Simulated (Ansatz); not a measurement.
One change: `[OH][Nb]([OH])([OH])([OH])[Cl]` becomes `[OH][Ta]([OH])([OH])([OH])[Cl]`.

Ansatz, PBE0-D4/def2-TZVP geometries, multiplicity 1. Each molecule was computed in one conformer, which needn't be the lowest.

Elements past krypton have def2 core potentials.

| property | `[OH][Nb]([OH])([OH])([OH])[Cl]` |
| --- | --- |
| LUMO energy (B3LYP/def2-TZVPP) / eV | -2.13 |
| HOMO energy (PBE0/def2-TZVPP) / eV | -8.17 |
| HOMO–LUMO gap (PBE0/def2-TZVPP) / eV | 6.29 |
| HOMO–LUMO gap (ωB97M-V/def2-TZVPP) / eV | 10.69 |
| HOMO energy (B3LYP/def2-TZVPP) / eV | -7.90 |
| LUMO energy (ωB97M-V/def2-TZVPP) / eV | 0.21 |

Q: What does the change do to each property? (Estimate.)

A: The calculation gave: 
| property | `[OH][Ta]([OH])([OH])([OH])[Cl]` | shift |
| --- | --- | --- |
| LUMO energy (B3LYP/def2-TZVPP) / eV | -1.75 | 0.38 |
| HOMO energy (PBE0/def2-TZVPP) / eV | -8.41 | -0.24 |
| HOMO–LUMO gap (PBE0/def2-TZVPP) / eV | 6.90 | 0.61 |
| HOMO–LUMO gap (ωB97M-V/def2-TZVPP) / eV | 11.35 | 0.66 |
| HOMO energy (B3LYP/def2-TZVPP) / eV | -8.13 | -0.23 |
| LUMO energy (ωB97M-V/def2-TZVPP) / eV | 0.65 | 0.44 |

With PBE0 the HOMO falls by 0.24 eV and the LUMO rises by 0.37 eV, so the gap widens by about 0.61 eV. PBE moves the HOMO by -0.23 eV and ωB97M-V by -0.22 eV.

Positive LUMOs are unbound, so they and the gaps depend on the basis.

B3LYP here is the variant with VWN-RPA as its local correlation; programs differ in this.
